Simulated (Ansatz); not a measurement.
Ansatz results at the PBE0-D4/def2-TZVP geometry: size of the dipole moment (B3LYP/def2-TZVPP) 1.24 D; HOMO–LUMO gap (PBE/def2-TZVPP) 4.16 eV; LUMO energy (PBE/def2-TZVPP) -1.93 eV.

Each molecule was computed in one conformer, which needn't be the lowest.

Which molecule gave them?
A. `O=CCBr`
B. `[NH2][GaH][SiH2]O`
C. `[NH2][AlH][CH]=S`
D. `C=[CH][Al]([F])[SiH3]`

B. The others give `[NH2][AlH][CH]=S`: 1.28, 1.24, -3.70; `C=[CH][Al]([F])[SiH3]`: 1.86, 4.04, -2.50; `O=CCBr`: 1.96, 3.63, -2.71.

B3LYP here is the variant with VWN-RPA as its local correlation; programs differ in this.
